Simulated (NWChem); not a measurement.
System: CH$_{6}$BFO$_{2}$Si; SMILES OB(O)C[SiH2]F

NWChem input:

```
start job
memory heap 200 mb stack 900 mb global 1100 mb
geometry units angstroms noautoz
  Si     0.005621     1.320477    -0.433730
  F      0.015167     2.768747     0.292278
  C      0.010677    -0.048687     0.847324
  B     -0.001553    -1.488726     0.169120
  O     -1.159885    -2.137450    -0.163945
  O      1.145039    -2.150503    -0.178567
  H      1.215979     1.234080    -1.293395
  H     -1.218358     1.240645    -1.274451
  H     -0.865140     0.094554     1.495484
  H      0.896682     0.086716     1.482898
  H     -1.949191    -1.644423     0.093969
  H      1.943122    -1.666443     0.068961
end
basis spherical
  * library def2-svp
end
dft
  xc pbe0
  iterations 150
  grid xfine
end
task dft gradient
```

Output (shortened):

```
             Northwest Computational Chemistry Package (NWChem) 7.3.0
             --------------------------------------------------------

 C1  symmetry detected

                             Geometry "geometry" -> ""
                             -------------------------

 Output coordinates in angstroms (scale by  1.889725989 to convert to a.u.)

  No.       Tag          Charge          X              Y              Z
 ---- ---------------- ---------- -------------- -------------- --------------
    1 Si                  14.0000    -0.00013393     1.30187206    -0.45667075
    2 F                    9.0000     0.00007633     2.75961087     0.25019717
    3 C                    6.0000     0.00330066    -0.05025946     0.84235333
    4 B                    5.0000     0.00012147    -1.49914835     0.18316183
    5 O                    8.0000    -1.15396248    -2.15666490    -0.14739885
    6 O                    8.0000     1.15103956    -2.16102659    -0.14972405
    7 H                    1.0000     1.21509009     1.20881759    -1.30874250
    8 H                    1.0000    -1.21932059     1.20625011    -1.30269076
    9 H                    1.0000    -0.87648149     0.09813534     1.48395066
   10 H                    1.0000     0.88539955     0.09692197     1.48073591
   11 H                    1.0000    -1.94648690    -1.66332701     0.09982975
   12 H                    1.0000     1.94595948    -1.67067420     0.09558704

 Effective nuclear repulsion energy (a.u.)     285.8807671539

                                 NWChem DFT Module
                                 -----------------

 Summary of "ao basis" -> "ao basis" (spherical)
 ------------------------------------------------------------------------------
       Tag                 Description            Shells   Functions and Types
 ---------------- ------------------------------  ------  ---------------------
 Si                         def2-svp                 8       18   4s3p1d
 F                          def2-svp                 6       14   3s2p1d
 C                          def2-svp                 6       14   3s2p1d
 B                          def2-svp                 6       14   3s2p1d
 O                          def2-svp                 6       14   3s2p1d
 H                          def2-svp                 3        5   2s1p

            General Information
            -------------------
          SCF calculation type: DFT
          Wavefunction type:  closed shell.
          No. of atoms     :    12
          No. of electrons :    56
           Alpha electrons :    28
            Beta electrons :    28
          Charge           :     0
          Spin multiplicity:     1
          Use of symmetry is: off; symmetry adaption is: off
          Maximum number of iterations: 150
          AO basis - number of functions:   118
                     number of shells:    56
          Convergence on energy requested:  1.00D-06
          Convergence on density requested:  1.00D-05
          Convergence on gradient requested:  5.00D-04

              XC Information
              --------------
                         PBE0 Method XC Functional
                     Hartree-Fock (Exact) Exchange  0.250
          PerdewBurkeErnzerhof Exchange Functional  0.750
            Perdew 1991 LDA Correlation Functional  1.000 local
           PerdewBurkeErnz. Correlation Functional  1.000 non-local

             Grid Information
             ----------------
          Grid used for XC integration:  xfine
          Radial quadrature: Mura-Knowles
          Angular quadrature: Lebedev.
          Tag              B.-S. Rad. Rad. Pts. Rad. Cut. Ang. Pts.
          ---              ---------- --------- --------- ---------
          Si                  1.10      125          11.0      1454
          F                   0.50      100          12.0      1454
          C                   0.70      100           9.0      1454
          B                   0.85      100          11.0      1454
          O                   0.60      100          11.0      1454
          H                   0.35      100          12.0      1202
          Grid pruning is: on
          Number of quadrature shells:  1225
          Spatial weights used:  Erf1

      Superposition of Atomic Density Guess
      -------------------------------------

 Sum of atomic energies:        -602.53784269

      Non-variational initial energy
      ------------------------------

 Total energy =    -604.953311
 1-e energy   =   -1399.597651
 2-e energy   =     508.763572
 HOMO         =      -0.384620
 LUMO         =       0.038396

   convergence    iter        energy       DeltaE   RMS-Dens  Diis-err
 ---------------- ----- ----------------- --------- --------- ---------
 d= 0,ls=0.0,diis     1   -605.6044199712 -8.91D+02  1.32D-02  1.15D+00
 d= 0,ls=0.0,diis     2   -605.5584179065  4.60D-02  6.92D-03  1.97D+00
 d= 0,ls=0.0,diis     3   -605.7345394158 -1.76D-01  9.80D-04  2.75D-02
 d= 0,ls=0.0,diis     4   -605.7366799024 -2.14D-03  4.04D-04  3.65D-03
 d= 0,ls=0.0,diis     5   -605.7370968695 -4.17D-04  9.69D-05  2.68D-04
  Resetting Diis
 d= 0,ls=0.0,diis     6   -605.7371283828 -3.15D-05  1.73D-05  4.66D-06
 d= 0,ls=0.0,diis     7   -605.7371287496 -3.67D-07  1.36D-05  1.59D-06
 d= 0,ls=0.0,diis     8   -605.7371286113  1.38D-07  7.71D-06  3.15D-06

         Total DFT energy =     -605.737128611261
      One electron energy =    -1404.611886508013
           Coulomb energy =      572.944865112399
    Exchange-Corr. energy =      -59.950874369531
 Nuclear repulsion energy =      285.880767153883

 Numeric. integr. density =       56.000000113663

                       DFT Final Molecular Orbital Analysis
                       ------------------------------------

 Vector   26  Occ=2.000000D+00  E=-3.503850D-01
              MO Center=  2.1D-03,  1.1D+00, -7.4D-01, r^2= 3.5D+00
   Bfn.  Coefficient  Atom+Function         Bfn.  Coefficient  Atom+Function
  ----- ------------  ---------------      ----- ------------  ---------------
    89      0.298328   7 H  s                94     -0.297508   8 H  s
    22      0.249225   2 F  px                8      0.243716   1 Si px
    90      0.215831   7 H  s                95     -0.215426   8 H  s
    25     -0.184492   2 F  px                5     -0.132378   1 Si px
    36     -0.114705   3 C  px               99      0.103411   9 H  s

 Vector   27  Occ=2.000000D+00  E=-3.338791D-01
              MO Center= -2.1D-03, -1.9D+00, -1.8D-01, r^2= 2.7D+00
   Bfn.  Coefficient  Atom+Function         Bfn.  Coefficient  Atom+Function
  ----- ------------  ---------------      ----- ------------  ---------------
    66      0.398342   5 O  pz               80     -0.397990   6 O  pz
    69      0.299914   5 O  pz               83     -0.299658   6 O  pz
    65     -0.189230   5 O  py               79      0.189241   6 O  py
    68     -0.144689   5 O  py               82      0.144604   6 O  py
    89     -0.087934   7 H  s                94      0.087922   8 H  s

 Vector   28  Occ=2.000000D+00  E=-3.271069D-01
              MO Center=  1.5D-03, -4.3D-01,  2.1D-01, r^2= 3.9D+00
   Bfn.  Coefficient  Atom+Function         Bfn.  Coefficient  Atom+Function
  ----- ------------  ---------------      ----- ------------  ---------------
    37      0.369395   3 C  py               40      0.261590   3 C  py
    51      0.206794   4 B  py               65      0.181814   5 O  py
    79      0.181950   6 O  py               66      0.169740   5 O  pz
    80      0.170586   6 O  pz               10      0.163681   1 Si pz
    24      0.141053   2 F  pz               23     -0.127984   2 F  py

 Vector   29  Occ=0.000000D+00  E= 1.068570D-02
              MO Center=  3.1D-05,  1.3D-01, -2.8D-01, r^2= 4.8D+00
   Bfn.  Coefficient  Atom+Function         Bfn.  Coefficient  Atom+Function
  ----- ------------  ---------------      ----- ------------  ---------------
    35      0.790425   3 C  s                12      0.705710   1 Si py
   100     -0.327019   9 H  s               105     -0.326008  10 H  s
    21     -0.320272   2 F  s                52     -0.290981   4 B  pz
     3      0.254920   1 Si s                13      0.232024   1 Si pz
    55      0.229096   4 B  pz              110     -0.223387  11 H  s

[...]

                         DFT ENERGY GRADIENTS

    atom               coordinates                        gradient
                 x          y          z           x          y          z
   1 Si     -0.000253   2.460181  -0.862983   -0.000025   0.008822  -0.000404
   2 F       0.000144   5.214908   0.472804   -0.000006  -0.004914  -0.002652
   3 C       0.006237  -0.094977   1.591817    0.000132   0.000806   0.005528
   4 B       0.000230  -2.832980   0.346126   -0.000016   0.004920   0.003705
   5 O      -2.180673  -4.075506  -0.278543   -0.000699  -0.006901  -0.003964
   6 O       2.175149  -4.083748  -0.282937    0.000698  -0.006881  -0.003949
   7 H       2.296187   2.284334  -2.473165   -0.001479  -0.000525   0.000486
   8 H      -2.304182   2.279482  -2.461729    0.001496  -0.000533   0.000505
   9 H      -1.656310   0.185449   2.804260    0.002897  -0.000582  -0.001343
  10 H       1.673163   0.183156   2.798185   -0.002994  -0.000599  -0.001343
  11 H      -3.678327  -3.143232   0.188651   -0.004547   0.003215   0.001730
  12 H       3.677330  -3.157116   0.180633    0.004541   0.003174   0.001700
```

Level: PBE0/def2-SVP. Geometry: optimised at B3LYP/6-31G* (spherical d).
